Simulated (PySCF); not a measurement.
## Computed properties of FH7Si3, SMILES [SiH3][SiH](F)[SiH3]

Si(F)(H)(SiH3)2 (FH7Si3), SMILES [SiH3][SiH]([SiH3])F. The structure is a stationary point at PBE0-D3(BJ)/def2-SVP. The structure was generated by enumeration, and PubChem lists no compound with its InChIKey, so it may never have been made. Other conformers were not sampled. All values are computed for the isolated molecule unless a solvent is named; none is compared with measurement here.

**Structure.** The optimised structure has Cs symmetry. All 27 harmonic modes at PBE0-D3(BJ)/def2-SVP (PySCF) are real, so it is a minimum. With heavy atoms numbered as in [SiH:1]([F:2])([SiH3:3])[SiH3:4], the shortest bond between them is Si1–F2 at 1.639 Å and the longest Si1–Si3 at 2.346 Å.

**Vibrations.** The strongest infrared lines (harmonic, unscaled, degenerate partners summed) lie at 723 cm⁻¹ (250 km/mol, H 88 %, Si 12 %), 857 cm⁻¹ (224 km/mol, H 88 %, Si 12 %), 856 cm⁻¹ (169 km/mol, H 51 %, Si 25 %, F 25 %). The softest mode is at 88 cm⁻¹ and the zero-point energy is 38.4 kcal/mol.

**Electronic structure.** B3LYP/def2-TZVP (PySCF) places the frontier levels at -7.75 and -1.19 eV, a gap of 6.56 eV, and gives a dipole moment of 1.26 D and a mean polarisability of 87.3 bohr³. PBE/def2-TZVP (PySCF) at the same geometry gives -6.83 and -1.89 eV, so its gap is 1.62 eV narrower. An orbital gap is neither the optical nor the fundamental gap.

**Excitations.** TDA-B3LYP/def2-SVPD (PySCF) has S1 at 5.69 eV (218 nm, f = 0.021, weak); the most intense of the 10 singlets computed lies at 7.26 eV (f = 0.21). T1 (TDA) is at 5.03 eV, 0.66 eV under S1. TDA-PBE/def2-SVPD (PySCF) puts S1 at 5.35 eV. No vertical singlet excitation falls in the visible range (under 3.1 eV).

**NMR.** GIAO shifts at KT2/pcSseg-1 (PySCF) (non-relativistic, atoms alike by connectivity averaged): ¹H from 3.9 to 6.7 ppm against TMS; ²⁹Si from -107.3 to 32.5 ppm against TMS; ¹⁹F at -299.8 ppm against CFCl3.

**Solvation.** SMD-B3LYP/def2-SVP (PySCF) gives 2.9 kcal/mol in water, -1.1 kcal/mol in acetonitrile, -1.7 kcal/mol in ethanol (1 M in both phases, gas-phase geometry); of these solvents ethanol holds the molecule best.
